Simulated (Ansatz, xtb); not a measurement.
A geometry optimisation of GaH5Si2 with r2SCAN-D4/def2-SVP

The starting geometry of this gas-phase singlet has its atoms placed at random.

```yaml
atoms:
  - { symbol: Ga, position_ang: [-0.5705, -0.6722, 1.3483] }
  - { symbol: Si, position_ang: [1.9389, 0.2256, 1.3449] }
  - { symbol: Si, position_ang: [0.1500, 1.1995, -0.3890] }
  - { symbol: H, position_ang: [0.8498, -0.8445, 1.1019] }
  - { symbol: H, position_ang: [0.3273, 1.6962, 0.7083] }
  - { symbol: H, position_ang: [-2.1518, 0.4619, 0.4132] }
  - { symbol: H, position_ang: [1.2943, 0.7697, 0.1950] }
  - { symbol: H, position_ang: [-1.8734, -1.2733, -0.0982] }
```

Question: One run relaxed it with r2SCAN-D4/def2-SVP. What is a likely outcome?

Answer: It ends as a structure with H7 bridging Si3 and Si2, given below by its coordinates. Distances that change by over a tenth: Si2–Si3 (2.67 → 3.06 Å), Si2–H7 (1.43 → 1.71 Å), Si3–H5 (1.22 → 1.57 Å), Si3–H7 (1.35 → 1.70 Å). Contacts that open: Ga1–H4 (1.45 → 2.74 Å). Contacts that close: Ga1–Si2 (2.67 → 2.36 Å), Ga1–H8 (2.04 → 1.56 Å), Si3–H6 (2.55 → 1.57 Å).

The energy falls by 9.13 eV over 18 steps:

| step | E − E(last) (eV) |
| --- | --- |
| 1 | 9.127 |
| 3 | 3.531 |
| 5 | 1.284 |
| 7 | 0.468 |
| 9 | 0.247 |
| 10 | 0.201 |
| 12 | 0.102 |
| 14 | 0.008 |
| 16 | 0.000 |
| 18 | 0.000 |

Final geometry (Å):

```xyz
8

Ga   -0.7894   -0.4138    1.2033
Si    1.5555   -0.3707    1.4774
Si    0.0270    1.5636   -0.3271
H     1.6240   -1.3195    0.2723
H    -0.8335    1.5956    0.9892
H    -0.7330    0.2524   -0.7187
H     1.4287    0.9717    0.4236
H    -2.3148   -0.7164    1.3045
```

From the same start GFN2-xTB ends elsewhere, differing in Ga1–H6 (1.60 against 2.03 Å here), Si2–H7 (3.09 against 1.71 Å here), Si3–H6 (3.28 against 1.57 Å here).

From so rough a start the end depends on the optimiser's path, so another program may land elsewhere. The end wasn't checked by frequencies. Run with Ansatz 0.2.0, 2.6 min on 1 thread of AMD EPYC (Zen 3), with other jobs on the host.
